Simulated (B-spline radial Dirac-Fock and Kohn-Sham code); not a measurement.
Relativistic shifts of the levels of Au¹⁶⁺

System: Au¹⁶⁺ in the configuration [Kr] 4d10 4f14 5s2 5p1.

Both columns are ΔSCF binding energies of the configuration average from an atomic code on a B-spline grid: non-relativistic Hartree-Fock with a point nucleus, and Dirac-Fock with a finite nucleus and the Coulomb interaction alone, averaged over the two j levels with weights 2j+1.

| shell | Hartree-Fock (eV) | Dirac-Fock (eV) | shift (eV) | shift (%) |
| --- | --- | --- | --- | --- |
| 1s | 73933.7 | 81527.0 | +7593.32 | +10.27 |
| 2s | 12743.4 | 14783.7 | +2040.25 | +16.01 |
| 2p | 12243.1 | 12932.4 | +689.30 | +5.63 |
| 3s | 3291.0 | 3803.9 | +512.93 | +15.59 |
| 3p | 3055.1 | 3251.0 | +195.86 | +6.41 |
| 3d | 2620.8 | 2604.1 | -16.75 | -0.64 |
| 4s | 989.6 | 1121.9 | +132.28 | +13.37 |
| 4p | 886.0 | 935.2 | +49.22 | +5.56 |
| 4d | 697.9 | 694.9 | -2.98 | -0.43 |
| 4f | 443.9 | 431.4 | -12.44 | -2.80 |
| 5s | 391.2 | 424.1 | +32.92 | +8.41 |
| 5p | 358.0 | 369.8 | +11.83 | +3.31 |

Relativity binds 1s, 2s, 2p, 3s, 3p, 4s, 4p, 5s, 5p more strongly, among those listed most of all 2s in relative terms, and 3d, 4d, 4f more weakly, because the contracted s and p shells screen the nucleus better.

Values without a named source are computed, but for edge energies of neutral atoms, which are taken from tables.
